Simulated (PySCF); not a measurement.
Computed with PBE-D3(BJ)/def2-TZVP // B3LYP-D3(BJ)/def2-TZVP in PySCF. Gas-phase values, no solvent. 

Reference species (SMILES): `C#CSC` (neutral, multiplicity 1).

```yaml
HOMO: -5.41 eV
LUMO: -1.21 eV
```

Changed species: `[N+](#[C-])C#C` (X = isocyano; the reference has X = methylthio).

Question: Predict the effect on the HOMO and LUMO.

Answer: the HOMO falls by 2.19 eV, to -7.60 eV; the LUMO drops by 1.16 eV, to -2.37 eV.
